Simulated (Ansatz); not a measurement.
The inner images of a band of C2H6BFN2 (12 atoms, charge 0, multiplicity 1) are given out of order.

Method: Ansatz 0.2.0, RKS r2SCAN-D4/STO-3G.

Initial state:

```xyz
12
Properties=species:S:1:pos:R:3
N -2.076 0.100 0.777
C -0.788 -0.174 0.733
C 0.037 0.171 -0.525
N 0.666 -1.082 -1.152
B 1.156 1.265 -0.183
F 2.420 0.918 -0.140
H -2.416 -0.267 1.733
H -0.218 -0.695 1.535
H -0.672 0.594 -1.264
H -0.137 -1.782 -1.176
H 1.256 -1.486 -0.362
H 0.848 2.382 0.057
```

Final state:

```xyz
12
Properties=species:S:1:pos:R:3
N -1.874 0.364 1.177
C -0.671 -0.125 0.967
C -0.026 -0.031 -0.431
N 0.747 -1.331 -0.673
B 0.961 1.234 -0.429
F 2.257 1.057 -0.500
H -2.078 0.179 2.219
H -0.027 -0.627 1.721
H -0.852 0.157 -1.154
H 1.135 -1.211 -1.656
H -0.015 -2.052 -0.847
H 0.519 2.329 -0.357
```

Problem. Put them in order from the first end to the last, with their energies above the first end.
A.
```xyz
12
Properties=species:S:1:pos:R:3
N -1.967 0.171 0.968
C -0.704 -0.169 0.820
C 0.036 0.099 -0.506
N 0.745 -1.155 -1.063
B 1.078 1.307 -0.319
F 2.367 1.085 -0.364
H -2.224 -0.113 1.977
H -0.077 -0.655 1.603
H -0.724 0.421 -1.244
H -0.049 -1.706 -1.507
H 0.921 -1.747 -0.195
H 0.678 2.406 -0.137
```
B.
```xyz
12
Properties=species:S:1:pos:R:3
N -1.773 0.260 1.293
C -0.533 -0.071 1.005
C -0.041 -0.013 -0.451
N 0.769 -1.297 -0.733
B 0.890 1.286 -0.631
F 2.177 1.148 -0.826
H -1.864 0.128 2.359
H 0.232 -0.421 1.732
H -0.950 0.092 -1.084
H 0.579 -1.473 -1.765
H 0.171 -2.064 -0.302
H 0.420 2.370 -0.563
```
C.
```xyz
12
Properties=species:S:1:pos:R:3
N -1.869 0.209 1.131
C -0.615 -0.126 0.917
C 0.006 0.046 -0.480
N 0.789 -1.231 -0.900
B 0.992 1.317 -0.476
F 2.284 1.144 -0.592
H -2.047 0.000 2.174
H 0.081 -0.539 1.681
H -0.832 0.254 -1.175
H 0.226 -1.592 -1.726
H 0.507 -1.947 -0.164
H 0.555 2.410 -0.355
```
D.
```xyz
12
Properties=species:S:1:pos:R:3
N -1.918 0.192 1.052
C -0.661 -0.151 0.869
C 0.024 0.071 -0.493
N 0.775 -1.193 -0.988
B 1.037 1.317 -0.395
F 2.328 1.123 -0.477
H -2.134 -0.054 2.080
H -0.001 -0.602 1.645
H -0.773 0.337 -1.215
H 0.070 -1.652 -1.638
H 0.717 -1.857 -0.158
H 0.615 2.413 -0.247
```
E.
```xyz
12
Properties=species:S:1:pos:R:3
N -1.721 0.307 1.382
C -0.498 -0.045 1.049
C -0.071 -0.048 -0.430
N 0.743 -1.331 -0.670
B 0.829 1.254 -0.702
F 2.110 1.133 -0.942
H -1.761 0.218 2.455
H 0.301 -0.372 1.749
H -1.005 0.018 -1.032
H 0.756 -1.412 -1.731
H 0.056 -2.107 -0.428
H 0.339 2.330 -0.664
```
F.
```xyz
12
Properties=species:S:1:pos:R:3
N -2.019 0.141 0.876
C -0.745 -0.177 0.774
C 0.041 0.132 -0.518
N 0.706 -1.119 -1.117
B 1.118 1.291 -0.249
F 2.399 1.022 -0.258
H -2.319 -0.186 1.859
H -0.149 -0.689 1.563
H -0.692 0.507 -1.259
H -0.120 -1.751 -1.344
H 1.103 -1.621 -0.265
H 0.753 2.394 -0.028
```
G.
```xyz
12
Properties=species:S:1:pos:R:3
N -1.821 0.231 1.210
C -0.572 -0.099 0.961
C -0.016 0.019 -0.467
N 0.786 -1.265 -0.813
B 0.944 1.307 -0.555
F 2.234 1.152 -0.709
H -1.958 0.058 2.265
H 0.157 -0.480 1.710
H -0.892 0.171 -1.132
H 0.397 -1.533 -1.766
H 0.325 -2.012 -0.212
H 0.492 2.396 -0.459
```

Solution. F (+0.5 kcal/mol), A (+1.9 kcal/mol), D (+3.4 kcal/mol), C (+4.1 kcal/mol), G (+3.6 kcal/mol), B (+2.3 kcal/mol), E (+1.2 kcal/mol).

The run took 3.4 min on 1 thread of Arm Neoverse V1 (shared host), peak memory 0.12 GiB.
